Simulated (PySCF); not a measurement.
C2H5BO2. Atoms are numbered in the order given.

```xyz
10

B     -0.0144    -0.5080     0.0000
C     -0.6597     0.9199     0.0000
C      0.0681     2.0462     0.0000
H     -1.7547     1.0209     0.0000
H     -0.3864     3.0431     0.0000
H      1.1625     2.0049     0.0000
O      1.3433    -0.6242     0.0000
H      1.6233    -1.5489     0.0000
O     -0.7576    -1.6601     0.0000
H     -1.7084    -1.5022     0.0000
```

Geometry: B3LYP-D3(BJ)/def2-SVP. One conformer was computed; it need not be the lowest.

Computed with PySCF with B3LYP/pcSseg-1.

GIAO shieldings, no solvent; atoms listed in one row are averaged. δ = σ(ref) − σ: ¹¹B against BF3 (σ = 86.3 ppm); ¹³C against TMS (σ = 181.3 ppm); ¹H against TMS (σ = 31.68 ppm); ¹⁷O against H2O (σ = 333.8 ppm), references at their B3LYP-D3(BJ)/def2-TZVP geometries, non-relativistic.

| nucleus | atoms | count | δ (ppm) |
|---|---|---|---|
| ¹¹B | B1 | 1 | 14.9 |
| ¹³C | C3 | 1 | 150.7 |
| ¹³C | C2 | 1 | 139.5 |
| ¹H | H6 | 1 | 6.94 |
| ¹H | H5 | 1 | 6.55 |
| ¹H | H4 | 1 | 5.87 |
| ¹H | H8, H10 | 2 | 3.91 |
| ¹⁷O | O9 | 1 | 125.8 |
| ¹⁷O | O7 | 1 | 108.7 |
